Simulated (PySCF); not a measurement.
# What a mistake does to a calculation on AlBGeH3N

Calculated results; nothing here was measured. They come from PySCF 2.14.0, an open-source quantum chemistry program, on an isolated molecule that a program drew, which may never have been made. The molecule is AlBGeH3N (charge 0, singlet), drawn as the SMILES string `[AlH2][B]=[N][GeH]`.

Each row is a Hartree-Fock (HF) and frozen-core CCSD(T) single point in the cc-pV(D+d)Z basis, meant for a local HF minimum. Run 1 is clean. Each other run has one planted mistake out of seven kinds, and not every kind appears here: one electron removed, one electron added, multiplicity raised by two, geometry at a saddle point, minimal basis STO-3G, one bond length entered in bohr, all coordinates scaled. The reference is restricted for singlets and unrestricted otherwise, and also for a bond in bohr. Adding or removing an electron swaps singlet and doublet. Electrons count all cores. HOMO and LUMO are orbital energies over both spins, the gradient is its largest component, and the lowest frequency (negative if imaginary) is given only where the gradient is small. Bond lengths are over the 6 bonds as drawn. T1 is the CCSD diagnostic: over 0.02 (restricted) or 0.045 (unrestricted) a single reference is doubtful. Germanium has the cc-pVDZ-PP basis, with a core potential (ECP10MDF) in place of its 10 inner electrons, and its 3s, 3p and 3d shells are frozen in CCSD(T).

Geometry of the clean run:
```xyz
7
AlBGeH3N, angstrom
Al    0.8755   -1.4815   -0.5855
B    -1.2028   -1.4464   -0.1647
N    -2.4322   -1.4468    0.0813
Ge   -4.2024   -1.1912    0.4690
H     1.3702   -1.3148   -2.0731
H     1.9043   -1.6737    0.5935
H    -4.6271   -2.7219    0.3462
```

```
run,electrons,basis functions,<S^2>,HOMO (eV),LUMO (eV),gradient (hartree/bohr),lowest frequency (cm^-1),mean bond (Å),longest bond (Å),T1,HF (hartree),CCSD(T) (hartree),mistake
1,60,89,0.000,-8.59,0.46,1.6e-05,73,1.6585,2.121,0.0183,-616.17168,-616.60487,no fault
2,61,89,0.876,-0.77,3.83,4.0e-02,-,1.6585,2.121,0.0335,-616.17002,-616.62014,one electron added
3,60,89,2.026,-7.11,-0.33,3.2e-02,-,1.6585,2.121,0.0219,-616.12060,-616.53790,multiplicity raised by two
4,60,89,0.000,-8.68,0.39,6.1e-02,-,1.7348,2.218,0.0202,-616.15821,-616.59961,all coordinates scaled
5,60,89,0.816,-8.46,0.07,1.1e-02,-,1.8923,2.979,0.0588,-616.07182,-616.49636,?
```

**Which mistake was planted in run 5, and what did it cost?**

The mean bond changes by a factor of 1.141 and the longest by 1.405, so the molecule wasn't scaled as a whole. A length L in bohr read as angstrom grows by (1/0.5292 - 1) L = 0.890 L. The 6 bonds together grew by 6 x 0.2338 = 1.403 Å, which gives L = 1.577 Å. That is the length of one of the Al-H bonds, 1.577 Å in the clean geometry. So the mistake is: one bond length entered in bohr. Subtracting run 1 and multiplying by 627.51 kcal/mol a hartree, the energy moved by 62.7 kcal/mol in HF and 68.1 kcal/mol in CCSD(T).

Cautions from the logs. Run 4: T1 is over the limit, so its CCSD(T) energy is less reliable; run 5: T1 is over the limit, so its CCSD(T) energy is less reliable.
